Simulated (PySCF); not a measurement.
**Electron correlation in Kr²¹⁺ (krypton, charge +21)**

[Ne] 3s2 3p3, high-spin 4S determinant. Calculation: PySCF 2.14, in an uncontracted even-tempered set (17 s from 2.2 bohr⁻², ratio 2.5; 11 p from 2.9 bohr⁻², ratio 2.5; 5 d from 13 bohr⁻², ratio 2.7; 4 f from 20 bohr⁻², ratio 2.7); the non-relativistic Hamiltonian (point nucleus). Frozen: 1s2; 13 electrons correlated; the 18 highest virtual orbitals of each spin left out.

```csv
level,correlation energy (mhartree)
CCSD,-499.78
(T),-1.85
CCSD(T),-501.63
```

Diagnostics: T1 = 0.00069, D1 = 0.0022, largest double amplitude 0.033.

Q: Is a single reference adequate?

A: Yes, within this model without spin-orbit coupling: T1 lies below 0.03 and no double amplitude reaches 0.07.

At this charge a non-relativistic calculation is a model, useful for the Z dependence of the correlation energy.

Spin-orbit coupling is strong in this species, so the high-spin LS determinant is a model state.
